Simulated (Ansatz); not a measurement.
`C#[C][GeH3]` and `C#[C][GeH2][SbH2]` differ in one atom or group.

Ansatz, PBE0-D4/def2-TZVP geometries, multiplicity 1. 

Elements past krypton have def2 core potentials. Scalar relativity is left out up to krypton.

| property | `C#[C][GeH3]` |
| --- | --- |
| size of the dipole moment (PBE/def2-TZVPP) / D | 0.06 |
| LUMO energy (B3LYP/def2-TZVPP) / eV | -0.02 |
| LUMO energy (ωB97M-V/def2-TZVPP) / eV | 2.23 |
| size of the dipole moment (B3LYP/def2-TZVPP) / D | 0.04 |
| HOMO–LUMO gap (B3LYP/def2-TZVPP) / eV | 7.91 |
| ideal-gas entropy at 298 K and 1 bar (rigid rotor, harmonic PBE0-D4/def2-TZVP) / J/(mol·K) | 281 |

Task: Give the same properties after the change, and the shifts. (Best estimate.)

Result: Computed: 
| property | `C#[C][GeH2][SbH2]` | shift |
| --- | --- | --- |
| size of the dipole moment (PBE/def2-TZVPP) / D | 0.43 | 0.37 |
| LUMO energy (B3LYP/def2-TZVPP) / eV | -1.06 | -1.04 |
| LUMO energy (ωB97M-V/def2-TZVPP) / eV | 0.82 | -1.41 |
| size of the dipole moment (B3LYP/def2-TZVPP) / D | 0.48 | 0.44 |
| HOMO–LUMO gap (B3LYP/def2-TZVPP) / eV | 5.98 | -1.93 |
| ideal-gas entropy at 298 K and 1 bar (rigid rotor, harmonic PBE0-D4/def2-TZVP) / J/(mol·K) | 371 | 90 |

With PBE0 the HOMO rises by 0.96 eV and the LUMO falls by 1.03 eV, so the gap narrows by about 1.99 eV. PBE moves the HOMO by 0.70 eV and ωB97M-V by 1.24 eV. The zero-point energy changes by 16.8 kJ/mol with +6 modes. Dipoles are sizes alone; their direction can turn.

B3LYP here is the variant with VWN-RPA as its local correlation; programs differ in this.

Spin–orbit coupling is left out; it splits and shifts lone-pair levels of the heavy atoms by tenths of an eV.
